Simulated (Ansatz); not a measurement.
```xyz
20

C     2.2811   -0.0400    0.0000
C     1.8219    1.3731    0.0000
C     0.7429    2.1571    0.0000
C    -0.7429    2.1571    0.0000
C    -1.8219    1.3731    0.0000
C    -2.2811   -0.0400    0.0000
C    -1.8689   -1.3084    0.0000
C    -0.6669   -2.1818    0.0000
C     0.6669   -2.1818    0.0000
C     1.8689   -1.3084    0.0000
H     3.3661   -0.0400    0.0000
H     2.6997    2.0109    0.0000
H     1.0782    3.1890    0.0000
H    -1.0782    3.1890    0.0000
H    -2.6997    2.0109    0.0000
H    -3.3661   -0.0400    0.0000
H    -2.7467   -1.9462    0.0000
H    -1.0021   -3.2137    0.0000
H     1.0021   -3.2137    0.0000
H     2.7467   -1.9462    0.0000
```

Basis set: def2-TZVP (spherical functions). Charge 0, multiplicity 1.

Computed with Ansatz (development build ahead of 0.2.0); each method stands on the lowest determinant of its kind that the runs found. Restricted functionals stand beside restricted open-shell atoms, which can lie above the unrestricted atoms usual in DFT and then raise those values.

Question: Give the atomization energy at this shape (free ground-state atoms in the same class of orbitals less the molecule, no zero-point energy) of singlet C10H10 by ωB97X (restricted), PBE0 (restricted), PBE0 (unrestricted), RHF.

Answer:

```json
{"method": "ωB97X (restricted)", "atomization energy": "2187.23 kcal/mol"}
{"method": "PBE0 (restricted)", "atomization energy": "2219.08 kcal/mol"}
{"method": "PBE0 (unrestricted)", "atomization energy": "2206.94 kcal/mol"}
{"method": "RHF", "atomization energy": "1623.45 kcal/mol"}
```

Caution: the shape is not the minimum. Caution for RHF: in another basis set an unrestricted determinant lies well below.
